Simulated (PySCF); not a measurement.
Radial density of Sb²⁺ (antimony, charge +2)

UHF, [Kr] 4d10 5s2 5d1, 2D determinant (an excited configuration). Calculation: PySCF 2.14, in aug-cc-pwCVDZ-PP with ECP28MDF (6s5p4d1f, 48 functions); scalar relativity through the core potential. This is the valence pseudo-density: the core potential removes the inner electrons and smooths the orbitals near the nucleus.

```tsv
r (bohr)	4πr²ρ (e/bohr)	4πr²(ρα − ρβ)
0.00494	1.427e-05	0.0000
0.00830	3.949e-05	0.0000
0.0140	0.0001050	0.0000
0.0235	0.0002513	0.0000
0.0395	0.0004756	0.0000
0.0665	0.0008628	0.0000
0.112	0.005628	0.0000
0.188	0.07136	0.0003
0.316	1.198	0.0039
0.532	13.75	0.0298
0.895	22.39	0.0358
1.51	5.470	-0.0029
2.53	1.175	0.2454
4.26	0.2888	0.2564
7.16	0.01903	0.0190
```

Energies and moments cover only the electrons outside the core potential. The outer electron is Rydberg-like, and this basis confines it to a smaller radius and binds it less than a complete one would.

Q: Where is the radial spin density 4πr²(ρα − ρβ) most negative, and why is it negative at all?

A: Around r = 1.51 bohr, down to -0.0029 e/bohr: exchange with the open shell polarises the paired shells in an unrestricted calculation.
